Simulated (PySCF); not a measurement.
Molecule: SMILES CS[Te][SiH3] (CH6SSiTe). Atoms near the plane z = 0.8 Å, at the PBE0/def2-SVP optimised geometry (x, y, z in Å): Si7 (-0.5, -0.3, 0.0), H8 (-1.0, 1.1, 0.0), H9 (1.0, -0.3, 0.0), H10 (-1.0, -1.1, 1.2).

Calculation: PBE0/def2-TZVP, def2 effective core potentials past Kr (PySCF 2.14.0). The core electrons that the potentials of Te replace are not part of the density. The values are rescaled to run from 0 to 1.

```
|###############################|
|###############################|
|###############################|
|###############################|
|###############################|
|###############################|
|###############################|
|###############################|
|###############################|
|#########%%%%%#################|
|#########%%%%%%################|
|########%%%%%%%%###############|
|########%%%%%%%%%##############|
|########%%%%%%%%%%%############|
|########%%%%%%%%%%%%%##########|
|########%%%%%@@%%%%%%%#########|
|#######%%%##%@@%%%%%%%#########|
|#######%%%*+*%%%%%%%%%#########|
|#######%%#=.:+#%%%%%%%#########|
|#######%%#- .+#%%%%%%##########|
|#######%%#+-=#%%%%%############|
|#######%%%###%%%%%#############|
|########%%%%%%%%###############|
|#########%%%%%#################|
|###############################|
|###############################|
|###############################|
|###############################|
|###############################|
|###############################|
|###############################|
```
Scale: ten equal steps from 0.000 (start of ' ') to 1.00 (end of '@'), in the order ' .:-=+*#%@'; x runs from -3.50 to 3.50, y from -3.50 (bottom) to 3.50 (top).

Task: Which quantity is mapped?
A) electrostatic potential
B) deformation density (molecule minus spherical neutral atoms)
C) Laplacian of the electron density
D) electron localisation function

Result: C, Laplacian of the electron density. In full: Laplacian of the electron density (e/bohr⁵).
